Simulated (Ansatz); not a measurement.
System: HSeO, net charge 0, doublet state. SMILES: [SeH][O]
Coordinates optimised at B3LYP-D3(BJ)/def2-TZVP (Ansatz, an electronic-structure program):
```
Se
O 1 1.6700
H 1 1.5040 2 101.39
```
Charge 0, spin multiplicity 2.

Wanted: atomisation energy, in kcal/mol. Conventions: LANL2DZ with its own core potentials from Na on; six Cartesian d functions in 6-31G* and its kin unless marked 5d; atomisation electronic, to ground-state atoms; no spin-orbit coupling; valence correlation only (noble-gas shells and the d and f shells of earlier blocks); open shells spin-unrestricted; dispersion terms only where a functional's name holds one; non-relativistic. Ab initio and DFT rows: single points at B3LYP-D3(BJ) geometries (Ansatz).

| level | program | atomisation energy (kcal/mol) |
|---|---|---|
| PBE/LANL2DZ | Ansatz | 138.4 |
| B3LYP/STO-3G | Ansatz | 165.4 |
| B3LYP/LANL2DZ | Ansatz | 123.4 |
| B3LYP/6-31G* | Ansatz | 156.8 |
| B3LYP/6-31G* with LANL2DZ past Ar | Ansatz | 136.8 |
| MP2/LANL2DZ | Ansatz | 82.8 |
| PBE0/def2-TZVPD | Ansatz | 162.9 |

No value to compare with is used here. The 6 habitual levels span 82.8 (MP2/LANL2DZ) to 165.4 kcal/mol (B3LYP/STO-3G); PBE0/def2-TZVPD gives 162.9.

The levels are drawn from those run, B3LYP/6-31G* more often than the rest, none by its result; runs whose electronic state is in doubt are left out.
